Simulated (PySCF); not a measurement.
C2H7FOSi2, SMILES F[Si@@H](O[SiH3])C=C.

The structure is a stationary point at PBE-D3(BJ)/def2-SVP. The structure was generated by enumeration; whether it is a known compound was not checked. Other conformers were not sampled.

Two levels are set side by side: PBE/def2-TZVP (PySCF) and PBE0/def2-TZVP (PySCF). Same geometry, gas phase. Differences are taken from unrounded values.

```csv
quantity,PBE0
orbital gap (eV),7.34
highest occupied level (eV),-8.35
lowest empty level (eV),-1.01
dipole moment (D),1.89
mean polarisability (bohr³),75.4
```

### Question
What does PBE give, and how far is it from PBE0? (An estimate is asked for; the answer gives what the named calculation found.)

### Answer

```tsv
quantity	PBE	PBE minus PBE0
orbital gap (eV)	5.22	-2.12
highest occupied level (eV)	-7.22	1.13
lowest empty level (eV)	-1.99	-0.99
dipole moment (D)	1.79	-0.10
mean polarisability (bohr³)	78.3	3.0
```

PBE's occupied levels lie high since its potential decays too fast outside the molecule; exact exchange lowers them and widens the gap. PBE's more diffuse valence density responds more strongly to a field. Differences between two approximate levels are no errors against the true value.

Rough cost on one machine, each run with all the roots and properties that it gave: PBE0 against PBE within a factor of 2.
